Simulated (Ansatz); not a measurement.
`FCN[SiH2]F` + `C=C[SiH2]O` → `C=C[SiH2]O[SiH2]F` + `NCF`  (ligand exchange at the Si–N bond)

Calculated with Ansatz (gas phase, PBE0-D4/def2-TZVP geometries, no zero-point term in ΔE). CCSD(T)/CBS is the MP2 limit (def2-TZVPP, def2-QZVPP) plus CCSD(T) − MP2 in def2-TZVPP, frozen cores. This one scheme is used for every species. Functionals use def2-TZVPP. B3LYP here is the variant with VWN-RPA as its local correlation; programs differ in this. Each species was taken in one conformer, which may not be the lowest.

Question: Is it downhill or uphill in electronic energy at CCSD(T)/CBS, and by how much? (Best estimate.)

Answer: Computed: Downhill: ΔE = -16.5 kcal/mol.

Question: What do these levels give: PBE0-D4, B3LYP-D4, ωB97X-V, ωB97M-V, B2PLYP, PBE, PBE0, MP2/def2-TZVPP, SCS-MP2/def2-TZVPP, MP2/def2-QZVPP, SCS-MP2/def2-QZVPP, HF/CBS(def2)? (An estimate is asked.)

Answer: Ansatz gave: PBE0-D4 -15.5, B3LYP-D4 -16.9, ωB97X-V -16.2, ωB97M-V -15.9, B2PLYP -16.7, PBE -14.4, PBE0 -15.3, MP2/def2-TZVPP -16.2, SCS-MP2/def2-TZVPP -16.8, MP2/def2-QZVPP -16.4, SCS-MP2/def2-QZVPP -17.0, HF/CBS(def2) -20.1 kcal/mol.

Largest T1 diagnostic among the species: 0.012.

From PBE to PBE0 (25 % exact exchange), in def2-TZVPP and without D4, ΔE moves by −0.9 kcal/mol. In def2-TZVPP, CCSD(T) changes the Hartree–Fock value by +3.4 kcal/mol (the triples alone add +0.5 kcal/mol) and MP2 by +3.5 kcal/mol.
